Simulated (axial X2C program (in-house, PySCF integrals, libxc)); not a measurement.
Photoelectron levels of GaO⁻ by EOM-IP-CCSD

Computed with an axial X2C code built on PySCF integrals: two-component X2C with atomic mean-field Coulomb and Gaunt terms, Gaussian nuclei, basis Ga dyall-acv3z, O dyall-av3z with contracted cores.

R = 1.962 Å (1.150 times 1.706 Å, the PBE0 minimum at charge -1 for the lowest determinant).

Vertical detachment energies of GaO⁻ to the states of GaO:

```
Ω of GaO  vertical detachment energy (eV)  above lowest (cm⁻¹)                  ionised spinor  one-hole weight
     3/2                            2.303                    0              85% O pπ, 8% Ga pπ             0.90
     1/2                            2.319                  127              85% O pπ, 9% Ga pπ             0.90
     1/2                            2.432                 1041  55% O pσ, 25% Ga pσ, 15% Ga sσ             0.92
     1/2                            6.372                32821             58% Ga sσ, 31% O pσ             0.89
```

Task: What is the splitting of the first π pair in the table, and is it regular or inverted?

Result: E(3/2) − E(1/2) = 0 − 127 = -127 cm⁻¹ at EOM-IP-CCSD: inverted, Ω = 3/2 lower. Splittings at this level can be off by ten to twenty per cent.

This point took 31 s on 1 thread of Intel(R) Xeon(R) Processor @ 2.30GHz (shared host).

Reference electrons by ω block (each with its −ω partner): 1/2: 14, 3/2: 5, 5/2: 1. 20 electrons of GaO⁻ correlated (inner shells frozen), 94 natural virtual spinors (a truncated set); levels can be off by some tenths of an eV. Roots sought by Ω: (1/2: 4, 3/2: 3, 5/2: 1); rows need 60 % one-particle weight and stop where some Ω has no more roots. Missing are any skipped roots, higher Ω and states of a further excitation; these come out far too high here and may in truth be low or lowest. T1 of the reference 0.031 (Lee–Taylor). Number of frozen shells: Ga 3 s, 2 p; O 1 s. Large amplitudes in the reference (orbital relaxation or multireference character) lower the reliability.
